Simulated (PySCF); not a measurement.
# From computed data to an observable: refractive index and permittivity of the vapour

TeHBr, SMILES Br[TeH].

Coordinates come from a B3LYP-D3(BJ)/def2-TZVP optimisation. The def2 effective core potentials stand for the cores of Te; spin–orbit coupling is left out.

PySCF with ωB97X/def2-TZVPD gives a mean static polarisability of 65.0 bohr³ and a dipole moment of 1.78 D. Take an ideal gas at 298.15 K and 1 bar, whether or not the substance is that volatile.

Task: Work out n − 1 in the optical limit and the static ε − 1.

Result: 
Polarisability volume α' = 65.0 × 0.148185 = 9.63 Å³. Number density N = p/kT = 2.43e-5 Å⁻³.
Dilute limit of Lorentz–Lorenz: n − 1 = 2π N α' = 0.0015.
Orientation term of Debye: μ²/(3kT) = 8.098 Å³ × μ²(D²) = 25.66 Å³.
ε − 1 = 4π N (α' + μ²/3kT) = 0.011. Orientation of the dipole supplies 73 % of the static response; it can't follow optical fields. Vibrational polarisation and dispersion are left out.
